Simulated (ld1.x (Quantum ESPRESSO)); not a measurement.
# Pseudopotential generation for lanthanum (La): TM, PBE, scalar-relativistic.

The input file (ld1.x (Quantum ESPRESSO) 7.5):

```
&input
   title='La', zed=57., rel=1, dft='PBE', iswitch=3,
   config='[Xe] 4f0 5d1 6s2 6p0',
   nld=4, rlderiv=3.75, eminld=-4.0, emaxld=5.0, deld=0.02
 /
 &inputp
   pseudotype=2, tm=.true., lloc=3,
   nlcc=.true., new_core_ps=.true., rcore=0.65,
   file_pseudopw='La.UPF', file_wfcaegen='ae.wfc', file_wfcncgen='nc.wfc', file_beta='beta', file_chi='chi'
 /
4
6S  1  0   2.00   0.00  3.20  3.20  0.0
5P  2  1   6.00   0.00  2.65  2.65  0.0
5D  3  2   1.00   0.00  3.45  3.45  0.0
4F  4  3   0.00   0.00  1.05  1.05  0.0
 &test
   configts(1)='4f0 5p6 5d1 6s2 6p0'
 /
```

Command:

```bash
ld1.x < La.in > La.out
```

The program printed (shortened: banner, matrices, multipoles, cross overlaps and the repeated all-electron block are left out):

```
Program LD1 v.7.5
     --------------------------- All-electron run ----------------------------

     La
     scalar relativistic calculation

     atomic number is 57.00
     dft =PBE   lsd =0 sic =0 latt =0  beta=0.20 tr2=1.0E-14
     Exchange-correlation= PBE
                           (   1   4   3   4   0   0   0)
     mesh =1253 r(mesh) = 100.17801 a.u. xmin = -7.00 dx = 0.01250
     1 Ry =  13.60569312 eV, c = 137.03599908

     n l     nl                  e(Ry)          e(Ha)          e(eV)
     1 0     1S 1( 2.00)     -2848.2624     -1424.1312    -38752.5841
     2 0     2S 1( 2.00)      -453.4136      -226.7068     -6169.0067
     2 1     2P 1( 6.00)      -406.3601      -203.1801     -5528.8112
     3 0     3S 1( 2.00)       -96.9800       -48.4900     -1319.4804
     3 1     3P 1( 6.00)       -81.9569       -40.9784     -1115.0800
     4 0     4S 1( 2.00)       -19.5843        -9.7922      -266.4581
     4 1     4P 1( 6.00)       -14.6996        -7.3498      -199.9978
     3 2     3D 1(10.00)       -60.3798       -30.1899      -821.5086
     5 0     5S 1( 2.00)        -2.8608        -1.4304       -38.9238
     5 1     5P 1( 6.00)        -1.6464        -0.8232       -22.4001
     4 2     4D 1(10.00)        -7.6327        -3.8164      -103.8486
     4 3     4F 1( 0.00)        -0.3194        -0.1597        -4.3451
     5 2     5D 1( 1.00)        -0.2271        -0.1136        -3.0902
     6 0     6S 1( 2.00)        -0.2704        -0.1352        -3.6794
     6 1     6P 1( 0.00)        -0.0994        -0.0497        -1.3518

     final scf error:  7.1E-15 reached in  24 iterations

     Etot =  -16986.577802 Ry,   -8493.288901 Ha, -231114.164786 eV

     Ekin =   17968.644727 Ry,    8984.322364 Ha,  244475.865997 eV
     Encl =  -41108.807198 Ry,  -20554.403599 Ha, -559313.815392 eV
     Eh   =    6559.768131 Ry,    3279.884065 Ha,   89250.192146 eV
     Exc  =    -406.183462 Ry,    -203.091731 Ha,   -5526.407536 eV

     normalization and overlap integrals

     s(1S/1S) =  1.000000  <r> =   0.0251  <r2> =    0.0009  r(max) =   0.0161
     s(2S/2S) =  1.000000  <r> =   0.1074  <r2> =    0.0136  r(max) =   0.0914
     s(2P/2P) =  1.000000  <r> =   0.0942  <r2> =    0.0108  r(max) =   0.0729
     s(3S/3S) =  1.000000  <r> =   0.2852  <r2> =    0.0929  r(max) =   0.2610
     s(3P/3P) =  1.000000  <r> =   0.2832  <r2> =    0.0930  r(max) =   0.2546
     s(4S/4S) =  1.000000  <r> =   0.6542  <r2> =    0.4827  r(max) =   0.6108
     s(4P/4P) =  1.000000  <r> =   0.6931  <r2> =    0.5459  r(max) =   0.6341
     s(3D/3D) =  1.000000  <r> =   0.2600  <r2> =    0.0797  r(max) =   0.2111
     s(5S/5S) =  1.000000  <r> =   1.5570  <r2> =    2.7222  r(max) =   1.4112
     s(5P/5P) =  1.000000  <r> =   1.8039  <r2> =    3.6867  r(max) =   1.5792
     s(4D/4D) =  1.000000  <r> =   0.7675  <r2> =    0.6831  r(max) =   0.6750
     s(4F/4F) =  1.000000  <r> =   1.1808  <r2> =    1.8762  r(max) =   0.7460
     s(5D/5D) =  1.000000  <r> =   3.0007  <r2> =   10.8668  r(max) =   2.2132
     s(6S/6S) =  1.000000  <r> =   4.4227  <r2> =   22.1303  r(max) =   3.8361
     s(6P/6P) =  1.000000  <r> =   5.9851  <r2> =   41.0268  r(max) =   4.9256

     ------------------------ End of All-electron run ------------------------

     --------------------- Generating NC pseudopotential ---------------------

      Generating local pot.: lloc=3, matching radius rcloc =   1.0500

      Computing core charge for nlcc:

       r > 0.65 : true rho core
      Core charge pseudized with two Bessel functions
      Integrated core pseudo-charge :  23.67

      Wfc   6S  rcut= 3.180  Using Troullier-Martins method

      Wfc   5P  rcut= 2.670  Using Troullier-Martins method

      Wfc   5D  rcut= 3.428  Using Troullier-Martins method

     ------------------- End of pseudopotential generation -------------------

     Computing logarithmic derivative in   3.76489

       Warning: n=3, l=1 expected 1 nodes, found 2
       Setting wfc to zero for this iteration
       (This warning will only be printed once per wavefunction)

     Computing logarithmic derivative in   3.76489
     Computing the partial wave expansion
     R is outside the sphere for l=    0 j= 0.00
     R is outside the sphere for l=    1 j= 0.00
     R is outside the sphere for l=    2 j= 0.00
       no projector for channel:   3

     ---------------------- Testing the pseudopotential ----------------------

     La
     scalar relativistic calculation

     atomic number is 57.00   valence charge is  9.00
     dft =PBE   lsd =0 sic =0 latt =0  beta=0.20 tr2=1.0E-14
     mesh =1253 r(mesh) = 100.17801 xmin = -7.00 dx = 0.01250

     n l     nl             e AE (Ry)        e PS (Ry)    De AE-PS (Ry)
     4 3     4F   1( 0.00)       -0.31936       -0.31922       -0.00014
     2 1     5P   1( 6.00)       -1.64638       -1.64638        0.00000
     3 2     5D   1( 1.00)       -0.22713       -0.22713        0.00000
     1 0     6S   1( 2.00)       -0.27043       -0.27043       -0.00000
     3 1     6P   1( 0.00)       -0.09935       -0.09935        0.00000

     eps = 8.2E-16  iter =  6

     Etot =  -16986.577802 Ry,   -8493.288901 Ha, -231114.164786 eV
     Etotps =  -101.652083 Ry,     -50.826042 Ha,   -1383.047050 eV

     Ekin =      12.216749 Ry,       6.108374 Ha,     166.217338 eV
     Encl =     -90.211201 Ry,     -45.105600 Ha,   -1227.385915 eV
     Ehrt =      30.507707 Ry,      15.253853 Ha,     415.078496 eV
     Ecxc =     -69.858556 Ry,     -34.929278 Ha,    -950.474080 eV
     (Ecc =     -61.625504 Ry,     -30.812752 Ha,    -838.457691 eV)
     Epseu=      15.693218 Ry,       7.846609 Ha,     213.517111 eV

     ---------------------- End of pseudopotential test ----------------------
```

Note: ghost states, extra bound levels that the all-electron valence spectrum of the same l lacks: s at -842.7 eV, p at -416.3 eV, s at -233.9 eV, d at -186.1 eV, s at -9.6 eV. A true bound ghost makes a file unfit for plane-wave use.

Generation and configuration tests took about 2.6 s on one core of a shared server CPU.

Transferability test of the new file with ld1.x, input:

```
&input
   title='La', zed=57., rel=1, dft='PBE', iswitch=2,
   config='[Xe] 4f0 5d1 6s2 6p0'
 /
 &test
   file_pseudo='La.UPF', nconf=8,
   configts(1)='4f0 5p6 5d1 6s2 6p0',
   configts(2)='4f0 5p6 5d1 6s1 6p0',
   configts(3)='4f0 5p6 5d1 6s0 6p0',
   configts(4)='4f0 5p6 5d0 6s0 6p0',
   configts(5)='4f0 5p6 5d1 6s1.5 6p0',
   configts(6)='4f0 5p6 5d2 6s0 6p0',
   configts(7)='4f0 5p5 5d1 6s2 6p0',
   configts(8)='4f0 5p6 5d0 6s2 6p0'
 /
```

```bash
ld1.x < La.test.in > La.test.out
```

Pseudopotential blocks of its output, shortened (energy terms left out; the distinct warnings before each block abridged to one line each):

```
     Warning: n=3, l=1 expected 1 nodes, found 2
     ---------------------- Testing the pseudopotential ----------------------

     n l     nl             e AE (Ry)        e PS (Ry)    De AE-PS (Ry)
     4 3     4F   1( 0.00)       -0.31936       -0.31922       -0.00014
     2 1     5P   1( 6.00)       -1.64638       -1.64638        0.00000
     3 2     5D   1( 1.00)       -0.22713       -0.22713        0.00000
     1 0     6S   1( 2.00)       -0.27043       -0.27043       -0.00000
     3 1     6P   1( 0.00)       -0.09935       -0.09935        0.00000

     eps = 7.2E-16  iter =  6

     Etot =  -16986.577802 Ry,   -8493.288901 Ha, -231114.164785 eV
     Etotps =  -101.652083 Ry,     -50.826042 Ha,   -1383.047050 eV

     ---------------------- End of pseudopotential test ----------------------

          BEWARE! Errors in PS-KS equations
     Warning: n=1, l=0 expected 0 nodes, found 1
     Warning: n=2, l=1 expected 0 nodes, found 1
     Warning: n=3, l=2 expected 0 nodes, found 2
     ---------------------- Testing the pseudopotential ----------------------

     n l     nl             e AE (Ry)        e PS (Ry)    De AE-PS (Ry)
     4 3     4F   1( 0.00)       -0.74720       -0.97136        0.22416  !
     2 1     5P   1( 6.00)       -2.07272       -2.55786        0.48514  !
     3 2     5D   1( 1.00)       -0.62537       -1.07751        0.45214  !
     1 0     6S   1( 1.00)       -0.61322       -0.63282        0.01960  !
     3 1     6P   1( 0.00)       -0.39689       -0.39689        0.00000

     eps = 5.8E-15  iter = 16

     Etot =  -16986.139335 Ry,   -8493.069668 Ha, -231108.199143 eV
     Etotps =  -101.045301 Ry,     -50.522651 Ha,   -1374.791361 eV
     dEtot_ae =       0.438467 Ry
     dEtot_ps =       0.606782 Ry,   Delta E=      -0.168315 Ry

     ---------------------- End of pseudopotential test ----------------------

          ---------------------- Testing the pseudopotential ----------------------

     n l     nl             e AE (Ry)        e PS (Ry)    De AE-PS (Ry)
     4 3     4F   1( 0.00)       -1.24715       -1.22842       -0.01873  !
     2 1     5P   1( 6.00)       -2.56638       -2.55786       -0.00853  !
     3 2     5D   1( 1.00)       -1.08028       -1.07751       -0.00277
     1 0     6S   1( 0.00)       -0.99383       -0.99383        0.00000
     3 1     6P   1( 0.00)       -0.73101       -0.73101        0.00000

     eps = 3.5E-16  iter =  9

     Etot =  -16985.339045 Ry,   -8492.669523 Ha, -231097.310637 eV
     Etotps =  -100.412483 Ry,     -50.206241 Ha,   -1366.181423 eV
     dEtot_ae =       1.238757 Ry
     dEtot_ps =       1.239601 Ry,   Delta E=      -0.000844 Ry

     ---------------------- End of pseudopotential test ----------------------

          ---------------------- Testing the pseudopotential ----------------------

     n l     nl             e AE (Ry)        e PS (Ry)    De AE-PS (Ry)
     4 3     4F   1( 0.00)       -2.00708       -1.97916       -0.02792  !
     2 1     5P   1( 6.00)       -3.28855       -3.28017       -0.00839  !
     3 2     5D   1( 0.00)       -1.71652       -1.71395       -0.00257
     1 0     6S   1( 0.00)       -1.49344       -1.87274        0.37930  !
     3 1     6P   1( 0.00)       -1.16590       -1.16590        0.00000

     eps = 6.2E-17  iter =  9

     Etot =  -16983.946252 Ry,   -8491.973126 Ha, -231078.360722 eV
     Etotps =   -99.022459 Ry,     -49.511229 Ha,   -1347.269186 eV
     dEtot_ae =       2.631550 Ry
     dEtot_ps =       2.629624 Ry,   Delta E=       0.001926 Ry

     ---------------------- End of pseudopotential test ----------------------

          ---------------------- Testing the pseudopotential ----------------------

     n l     nl             e AE (Ry)        e PS (Ry)    De AE-PS (Ry)
     4 3     4F   1( 0.00)       -0.52342       -0.52323       -0.00019
     2 1     5P   1( 6.00)       -1.85012       -1.85075        0.00063
     3 2     5D   1( 1.00)       -0.41843       -0.41916        0.00073
     1 0     6S   1( 1.50)       -0.43692       -0.43746        0.00054
     3 1     6P   1( 0.00)       -0.24275       -0.24275        0.00000

     eps = 8.4E-15  iter = 15

     Etot =  -16986.401458 Ry,   -8493.200729 Ha, -231111.765506 eV
     Etotps =  -101.475569 Ry,     -50.737785 Ha,   -1380.645456 eV
     dEtot_ae =       0.176344 Ry
     dEtot_ps =       0.176514 Ry,   Delta E=      -0.000170 Ry

     ---------------------- End of pseudopotential test ----------------------

          ---------------------- Testing the pseudopotential ----------------------

     n l     nl             e AE (Ry)        e PS (Ry)    De AE-PS (Ry)
     4 3     4F   1( 0.00)       -0.59582       -0.58402       -0.01181  !
     2 1     5P   1( 6.00)       -1.93454       -1.92736       -0.00718  !
     3 2     5D   1( 2.00)       -0.52696       -0.52527       -0.00169
     1 0     6S   1( 0.00)       -0.54903       -0.55142        0.00240
     3 1     6P   1( 0.00)       -0.34886       -0.34886        0.00000

     eps = 4.3E-16  iter =  9

     Etot =  -16986.134315 Ry,   -8493.067157 Ha, -231108.130831 eV
     Etotps =  -101.205363 Ry,     -50.602682 Ha,   -1376.969116 eV
     dEtot_ae =       0.443487 Ry
     dEtot_ps =       0.446720 Ry,   Delta E=      -0.003232 Ry

     ---------------------- End of pseudopotential test ----------------------

          BEWARE! Errors in PS-KS equations
     Warning: n=4, l=3 expected 0 nodes, found 1
     ---------------------- Testing the pseudopotential ----------------------

     n l     nl             e AE (Ry)        e PS (Ry)    De AE-PS (Ry)
     4 3     4F   1( 0.00)       -1.08828       -1.08828        0.00000
     2 1     5P   1( 5.00)       -2.33905       -4.19447        1.85542  !
     3 2     5D   1( 1.00)       -0.80178       -1.01507        0.21329  !
     1 0     6S   1( 2.00)       -0.70962       -0.70962        0.00000
     3 1     6P   1( 0.00)       -0.46123       -0.46123        0.00000

     eps = 9.2E-15  iter = 21

     Etot =  -16984.595436 Ry,   -8492.297718 Ha, -231087.193318 eV
     Etotps =   -97.723340 Ry,     -48.861670 Ha,   -1329.593769 eV
     dEtot_ae =       1.982366 Ry
     dEtot_ps =       3.928744 Ry,   Delta E=      -1.946377 Ry

     ---------------------- End of pseudopotential test ----------------------

          BEWARE! Errors in PS-KS equations
     ---------------------- Testing the pseudopotential ----------------------

     n l     nl             e AE (Ry)        e PS (Ry)    De AE-PS (Ry)
     4 3     4F   1( 0.00)       -0.91305       -0.91305        0.00000
     2 1     5P   1( 6.00)       -2.21982       -3.28017        1.06035  !
     3 2     5D   1( 0.00)       -0.72995       -0.72995        0.00000
     1 0     6S   1( 2.00)       -0.68019       -0.68019        0.00000
     3 1     6P   1( 0.00)       -0.44613       -0.44613        0.00000

     eps = 9.5E-15  iter = 31

     Etot =  -16986.108531 Ry,   -8493.054265 Ha, -231107.780025 eV
     Etotps =  -100.382836 Ry,     -50.191418 Ha,   -1365.778055 eV
     dEtot_ae =       0.469271 Ry
     dEtot_ps =       1.269248 Ry,   Delta E=      -0.799976 Ry

     ---------------------- End of pseudopotential test ----------------------
```
